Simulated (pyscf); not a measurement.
`[SnH2]` [singlet] + `[GeH4]` → `[GeH3][SnH3]` (insertion; singlet surface; Ge–H broken, Ge–Sn, H–Sn formed). Optimised with ωB97X-D3(BJ)/def2-SVP in PySCF. MP2 and CC: frozen core, UHF for open shells. ΔMP2 is the change of the MP2 total energy from the triple- to the quadruple-zeta basis. Energies in kJ/mol from the separated reactants.

```csv
level,barrier,reaction energy
PBE/def2-TZVP,25.0,-114.6
B3LYP-D3(BJ)/def2-TZVP,47.8,-107.6
PBE0-D3(BJ)/def2-TZVP,26.4,-130.9
M06-2X/def2-TZVP,49.8,-112.2
ωB97M-D3(BJ)/def2-TZVP,54.6,-113.2
HF/def2-TZVP,115.4,-93.1
CCSD(T)/def2-TZVPP + ΔMP2(QZVPP),?,?
```

Task: Complete the blanks.

Result: 
- CCSD(T)/def2-TZVPP + ΔMP2(QZVPP), barrier: 37.7
- CCSD(T)/def2-TZVPP + ΔMP2(QZVPP), reaction energy: -126.6

On the reactant side the descent ends in a bound adduct, 34.1 kJ/mol under the separated species and 61.2 kJ/mol under the saddle at ωB97X-D3(BJ)/def2-TZVP. At ωB97X-D3(BJ) the barrier from the zero used here is 27.0 kJ/mol. One saddle was located; it need not be the lowest between these sides. The CCSD(T) − MP2 part came from Ansatz, without density fitting, on the same reference. The frozen core leaves the outer d or s,p core shells of the metals and heavy elements correlated in the MP2 and CC values, and def2-TZVPP describes them poorly, which can shift differences by a few kcal/mol. Elements up to Kr have no core potential and no relativistic terms here. Elements past Kr carry the def2 core potentials, without spin-orbit coupling.
